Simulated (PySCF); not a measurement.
# Spinor energies of Mn³⁺ (manganese, charge +3)

Start: [Ar] 3d4; 3d3/2 filled at m_j = -3/2, -1/2, +1/2, +3/2. Calculated with PySCF 2.14 in x2c-QZVPPall-2c: generalised Hartree-Fock with the X2C-1e Hamiltonian and a Gaussian nucleus; one run each with spin-orbit coupling (SO) switched off, then screened by Boettger's factors.

```json
{"spinor shell": "1s1/2", "electrons": "2", "ε, spin-free (eV)": "-6636.2", "ε, screened SO (eV)": "-6636.1", "weight of nominal j (screened SO)": "1.000", "rms radius, screened SO (bohr)": "0.0703"}
{"spinor shell": "2s1/2", "electrons": "2", "ε, spin-free (eV)": "-841.51", "ε, screened SO (eV)": "-841.48", "weight of nominal j (screened SO)": "1.000", "rms radius, screened SO (bohr)": "0.302"}
{"spinor shell": "2p1/2", "electrons": "2", "ε, spin-free (eV)": "-715.10", "ε, screened SO (eV)": "-722.83", "weight of nominal j (screened SO)": "0.977", "rms radius, screened SO (bohr)": "0.272"}
{"spinor shell": "3s1/2", "electrons": "2", "ε, spin-free (eV)": "-141.99", "ε, screened SO (eV)": "-141.98", "weight of nominal j (screened SO)": "1.000", "rms radius, screened SO (bohr)": "0.906"}
{"spinor shell": "3p1/2", "electrons": "2", "ε, spin-free (eV)": "-103.77", "ε, screened SO (eV)": "-105.50", "weight of nominal j (screened SO)": "0.655", "rms radius, screened SO (bohr)": "0.962"}
{"spinor shell": "3p3/2", "electrons": "4", "ε, spin-free (eV)": "-103.77", "ε, screened SO (eV)": "-102.91", "weight of nominal j (screened SO)": "0.828", "rms radius, screened SO (bohr)": "0.968"}
{"spinor shell": "3d3/2", "electrons": "4", "ε, spin-free (eV)": "-52.990", "ε, screened SO (eV)": "-52.998", "weight of nominal j (screened SO)": "0.513", "rms radius, screened SO (bohr)": "1.13"}
```

(1) Where does 2p3/2 lie, and what is the 2p spin-orbit splitting (screened SO)?

| quantity | spin-free | screened SO |
| --- | --- | --- |
| E (hartree) | -1155.43769 | -1155.45552 |
| M_J | 0 | 0 |
| ⟨J²⟩ | 4.005 | 3.923 |
| ⟨L²⟩ | 6.004 | 6.001 |
| ⟨S²⟩ | 6.001 | 5.998 |

The determinant has a definite M_J but mixes levels of different J.

Each row is a mean over spinors that exchange with the open shell spreads, by up to 14.269 eV (3p3/2).

Rows whose weight is well below 1 are mixtures of j = l ± 1/2: exchange outweighs spin-orbit coupling there, and the label is only the starting occupation.

Without spin-orbit coupling the j labels of p, d and f shells carry no meaning; the spin-free column gives the mean over the occupied spinors of each nl shell, and its ⟨J²⟩ belongs to a mixture of degenerate components.

Results:

(1) At -711.30 eV, 11.530 eV above 2p1/2.
